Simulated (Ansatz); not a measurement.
# Ligand exchange: AuCl + BH(CH3)(OH) → AuOH + BH(CH3)Cl

Species: AuCl (gold monochloride), singlet; BH(CH3)(OH), singlet; AuOH `[OH][Au]`, singlet; BH(CH3)Cl, singlet. The partners trade Cl for OH: Au–Cl and B–OH bonds give way to Au–OH and B–Cl.

Shapes, held fixed at every level: PBE0-D4/def2-TZVP. Flexible molecules stand in one conformer, not always the lowest. Programs: Ansatz 0.2.0. The zero-point and thermal change to 298 K, harmonic and unscaled (PBE0-D4/def2-TZVP), is -6.5 kJ/mol.

```
                level                    kind  ΔH(298 K) (kJ/mol)  less CCSD(T)/def2-TZVPP
        HF/def2-TZVPP            Hartree–Fock              +211.0                    +46.8
  BHLYP-D4/def2-TZVPP           global hybrid              +186.6                    +22.4
r2SCAN0-D4/def2-TZVPP           global hybrid              +173.7                     +9.5
   wB97M-V/def2-TZVPP  range-separated hybrid              +175.0                    +10.8
   wB97X-V/def2-TZVPP  range-separated hybrid              +170.8                     +6.6
    B2PLYP/def2-TZVPP           double hybrid              +164.1                     -0.1
   CCSD(T)/def2-TZVPP   coupled cluster or CI              +164.2                      0.0
```

The highest level, CCSD(T)/def2-TZVPP, gives ΔH(298 K) = +164.2 kJ/mol; the levels span +164.1 to +211.0. The column of differences is taken from that level and isn't an error. No measured value is set beside it here. For atoms past krypton def2 sets carry core potentials with scalar relativity. Outer-core shells of Au are correlated, in sets that cover them unevenly.
